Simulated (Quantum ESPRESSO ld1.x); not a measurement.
The numbers below are computed, except where a source is named.
Q: Mg4+, configuration [He] 2s2 2p3 3d1 (not the ground configuration). Code: ld1.x of Quantum ESPRESSO 7.5. Model: Dirac Kohn-Sham, RPBE, spin-unpolarised, spherical densities, point nucleus; open shells fill j = l - 1/2 first. Some entries of the table are withheld. Estimate them.

orbital,occ.,eigenvalue (eV),r(max) (bohr),<r> (bohr)
1s1/2,2,-1389.98,(1),0.1303
2s1/2,2,-178.939,(2),(3)
2p1/2,2,(4),(5),0.5776
2p3/2,1,(6),(7),0.5791
3s1/2,0,-51.7260,1.639,1.807
3p1/2,0,(8),1.703,1.891
3p3/2,0,(9),1.706,1.894
3d3/2,1,-34.3815,1.614,1.922
3d5/2,0,-34.3750,1.614,1.922

A: 
(1) 1s1/2 r(max) (bohr): 0.08499
(2) 2s1/2 r(max) (bohr): 0.5180
(3) 2s1/2 <r> (bohr): 0.6292
(4) 2p1/2 eigenvalue (eV): -148.390
(5) 2p1/2 r(max) (bohr): 0.4369
(6) 2p3/2 eigenvalue (eV): -147.996
(7) 2p3/2 r(max) (bohr): 0.4381
(8) 3p1/2 eigenvalue (eV): -44.1910
(9) 3p3/2 eigenvalue (eV): -44.1309
